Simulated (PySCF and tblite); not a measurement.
C6H9NO, numbered as in [N:1]#[C:2][C@H:3]1[CH2:4][CH2:5][CH2:6][CH2:7][O:8]1.

Search: ETKDG and KDG, MMFF94s, GFN2-xTB, 90 starts; geometries at PBE0-D3(BJ)/def2-SVP. Free energies are PBE0-D3(BJ)/def2-TZVP single points with GFN2-xTB rigid-rotor and vibrational terms (modes under about 100 cm⁻¹ blended into free rotors). Symmetry numbers and mirror images are counted. Conformers within 4 kcal/mol (GFN2-xTB free energy) were kept, 7 at most. GIAO shieldings: PBE0/pcSseg-1. Shifts are against TMS (¹H), TMS (¹³C), NH3 (¹⁵N) at the same level. (PySCF 2.14, tblite 0.8.)

The 6-ring runs over atoms 3–4–5–6–7–8.

```csv
conformer,shape,symmetry,E(GFN2) kcal/mol,E(DFT) kcal/mol
1,6-ring chair (C2 axial),C1,0.00,0.00
2,6-ring chair (all substituents equatorial),C1,1.13,1.25
```

**Question.** How much do the weights at 298.15 K and the averaged shift of H3 depend on how the conformers are weighted?

**Answer.** 
```
                                                              weighting  1 (%)  2 (%)  δ (ppm)  rms dipole (D)
DFT energy with thermal terms, symmetry and mirror images (full scheme)     86     14     4.26            3.98
                             DFT energy with symmetry and mirror images     89     11     4.28            3.93
                                                        bare DFT energy     89     11     4.28            3.93
                        GFN2-xTB energy with symmetry and mirror images     87     13     4.27            3.97
                                                   GFN2-xTB free energy     84     16     4.24            4.03
                                                leading conformer alone    100      0     4.36            3.75
                                                          equal weights     50     50     4.01            4.54
```

The largest departure from the full scheme, 0.25 ppm, comes with: equal weights.


¹⁵N shifts are against a computed isolated NH3 molecule, about 20 ppm from the liquid.